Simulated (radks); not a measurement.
Problem. The mean radii <r> (bohr) of the occupied orbitals of an atom or ion are listed with their occupations. All-electron calculation, Dirac Kohn-Sham, Slater X-alpha with alpha = 0.828, spin-unpolarised, spherical densities, point nucleus. Program: a radial shooting solver on a logarithmic mesh with Libxc functionals.

| orbital | occ. | <r> |
|---|---|---|
| 1s1/2 | 2 | 0.01658 |
| 2s1/2 | 2 | 0.06915 |
| 2p1/2 | 2 | 0.05681 |
| 2p3/2 | 4 | 0.06548 |
| 3s1/2 | 2 | 0.1797 |
| 3p1/2 | 2 | 0.1699 |
| 3p3/2 | 4 | 0.1857 |
| 3d3/2 | 4 | 0.1614 |
| 3d5/2 | 6 | 0.1663 |
| 4s1/2 | 2 | 0.3964 |
| 4p1/2 | 2 | 0.3977 |
| 4p3/2 | 4 | 0.4308 |
| 4d3/2 | 4 | 0.4348 |
| 4d5/2 | 6 | 0.4452 |
| 4f5/2 | 6 | 0.4527 |
| 4f7/2 | 8 | 0.4579 |
| 5s1/2 | 2 | 0.8125 |

Name the element and its charge. Open shells, if any, are shared by 2j + 1.

Solution. Z = 80, mercury, charge +18: Hg18+ in [Kr] 4d10 4f14 5s2. The 1s radius gives Z: for a bare nucleus <r> = (2 gamma + 1)/(2Z) with gamma = sqrt(1 - (Z/c)^2), 0.0164 bohr for Z = 80, and screening makes it slightly larger (0.01658 here). The occupations add up to 62, and the charge is Z minus that.
